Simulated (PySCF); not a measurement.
Exercise with solution: oscillator strength and radiative lifetime

Sn(H)2(SMe)2 (C2H8S2Sn), SMILES C[S][SnH2][S]C.

Geometry optimised at B3LYP-D3(BJ)/def2-SVP. The def2 effective core potentials stand for the cores of Sn; spin–orbit coupling is left out. Other conformers were not sampled.

TDA-PBE0/def2-SVPD (PySCF) puts the first singlet state with f over 0.02 at 4.60 eV (vertical), with the transition dipole (0.425, 0.180, 0.009) in atomic units.

### Question
Find the oscillator strength, the wavelength and the radiative lifetime that this transition would have in vacuum if emission retraced absorption.

### Answer

|μ|² = 0.2131 au, so |μ| = 1.17 D. ΔE = 4.60/27.211 = 0.1690 hartree. f = (2/3) ΔE |μ|² = 0.024 (the program prints 0.024).
λ = 1239.84/4.60 = 270 nm; ν = 37101 cm⁻¹.
Einstein's coefficient A = 0.6670 ν² f s⁻¹ (ν in cm⁻¹) = 2.2e7 s⁻¹, so τ = 1/A = 45 ns. This state is S2; the lower singlet has f = 0.011. The figure is the radiative limit of this one transition; relaxation, internal conversion, crossing to triplets and a medium change what is measured.
